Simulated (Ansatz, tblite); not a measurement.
Cost and result up the ladder for Zr3O12H12, a hydroxylated oxide cluster (27 atoms). The state is a singlet with charge 0. Geometry: PBE-D4/def2-SVP.

```xyz
27

Zr   -0.0087   -0.0450    1.9885
Zr   -1.6691    0.3937   -1.2930
Zr    1.8574   -0.4699   -1.0765
O    -2.7831   -0.9089   -2.2788
O    -1.4061    1.9873   -2.4492
O     0.1831   -0.5938   -2.2749
O    -2.8015    1.2325    0.0448
O    -1.0277   -1.0391    0.3546
O     2.7137   -2.0745   -1.7345
O     0.3480    0.9429   -0.1179
O     3.0755    0.9761   -1.4938
O     1.8596   -0.9670    0.9278
O    -1.7111    0.9108    2.5014
O     1.1880    1.2935    2.7762
O     0.0564   -1.6129    3.1664
H    -3.7205   -1.0971   -2.4349
H    -1.7572    2.8845   -2.3320
H    -0.0116   -1.2122   -3.0010
H    -2.6704    1.1843    1.0294
H    -1.5290   -1.8600    0.5035
H     3.0844   -2.9087   -2.0517
H     0.5905    1.8877   -0.1480
H     3.7678    1.4139   -2.0080
H     2.1862   -1.7857    1.3411
H    -1.7519    1.6649    3.1140
H     2.0207    1.7704    2.8914
H    -0.0837   -1.9676    4.0551
```

Ansatz on 2 threads of AMD EPYC 7R13 on a shared host and a share (18 GiB) of an NVIDIA H100 80GB HBM3; xTB runs through tblite on one thread. Times are rough, summed over both states, and most runs start from the orbitals of an earlier one. ωB97X-V/def2-TZVP serves as the yardstick here, not as an exact answer. The other state is a doublet.

In the def2 sets Zr takes a core potential; there is no spin–orbit coupling. The xTB rows come from tblite. Single mean-field runs in def2-TZVP are fitted with def2-universal-jkfit.

Run but left out: PBE-D4/def2-TZVP (charge +1 doublet: an occupied level 0.03 eV above an empty one).

Raw xTB energies of ions are shifted by several eV.

```csv
level,functions,wall time,vertical IE (eV),difference from ωB97X-V/def2-TZVP (eV)
GFN2-xTB,87,0.13 s,12.41,2.57
GFN1-xTB,99,0.17 s,13.33,3.49
PBE0-D4/def2-TZVP,564,37 s,9.30,-0.54
ωB97X-V/def2-TZVP (with forces),564,63 s,9.84,0.00
```
